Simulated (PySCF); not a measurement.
PySCF 2.14 output of an unrestricted LDA calculation on a single atom or ion in dyall-av2z (22s15p11d2f, 136 functions), with the non-relativistic Hamiltonian (point nucleus):

```
SCF conv_tol = 1e-09
number electrons alpha = 22  beta = 19
    P. A. M. Dirac.,  Math. Proc. Cambridge Philos. Soc. 26, 376 (1930)
    F. Bloch.,  Z. Phys. 57, 545 (1929)
    S. H. Vosko, L. Wilk, and M. Nusair.,  Can. J. Phys. 58, 1200 (1980)
cycle= 1 E= -3536.79780243034  delta_E= -0.0563  |g|= 0.0771  |ddm|= 1.24
cycle= 2 E= -3536.7884273839  delta_E= 0.00938  |g|= 0.102  |ddm|= 0.48
cycle= 3 E= -3536.7986908993  delta_E= -0.0103  |g|= 0.0708  |ddm|= 0.378
cycle= 4 E= -3536.80064606505  delta_E= -0.00196  |g|= 0.00376  |ddm|= 0.0839
cycle= 5 E= -3536.80066341591  delta_E= -1.74e-05  |g|= 0.000101  |ddm|= 0.0122
cycle= 6 E= -3536.80066343626  delta_E= -2.04e-08  |g|= 9.05e-05  |ddm|= 0.00113
cycle= 7 E= -3536.80066344865  delta_E= -1.24e-08  |g|= 1.47e-05  |ddm|= 0.000461
cycle= 8 E= -3536.80066344896  delta_E= -3.19e-10  |g|= 9.55e-07  |ddm|= 5.4e-05
converged SCF energy = -3536.80066344896  <S^2> = 3.7885577  2S+1 = 4.0192326
```

The run itself started from symmetry-adapted Hartree-Fock orbitals and held the occupation by maximum overlap, on a logarithmic radial grid, so the iterations belong to that start.

Task: Which element, charge and spin multiplicity is this?

Result: Zr- (zirconium, charge -1), multiplicity 4; the state was [Kr] 4d3 5s2, high-spin 4F determinant.

A non-relativistic calculation at this Z misses sizeable relativistic shifts. At LDA the highest occupied level has a positive energy, so only the finite basis holds that electron; in a semilocal or global hybrid functional this comes from self-interaction and does not mean that the real anion is unbound.
